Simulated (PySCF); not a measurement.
A small calculation by hand: oscillator strength and radiative lifetime

Hf(Cl)3(OH)(OH2) (Cl3H3HfO2), SMILES [Cl][Hf]([Cl])(<-[OH2])([Cl])[OH], multiplicity 1.

Geometry: PBE0-D3(BJ)/def2-SVP. The multiplicity is an assumed one; other spin states were not compared. The def2 effective core potentials stand for the cores of Hf; spin–orbit coupling is left out. Other conformers were not sampled.

TDDFT-B3LYP/def2-SVPD in PySCF puts the first singlet state with f over 0.02 at 5.74 eV (vertical), with the transition dipole (-0.544, -0.118, 0.000) in atomic units.

Find the oscillator strength, the wavelength and the radiative lifetime that this transition would have in vacuum if emission retraced absorption.


|μ|² = 0.3099 au, so |μ| = 1.41 D. ΔE = 5.74/27.211 = 0.2109 hartree. f = (2/3) ΔE |μ|² = 0.044 (the program prints 0.044).
λ = 1239.84/5.74 = 216 nm; ν = 46296 cm⁻¹.
Einstein's coefficient A = 0.6670 ν² f s⁻¹ (ν in cm⁻¹) = 6.2e7 s⁻¹, so τ = 1/A = 16 ns. This state is S2; the lower singlet has f = 0.006. The figure is the radiative limit of this one transition; relaxation, internal conversion, crossing to triplets and a medium change what is measured.
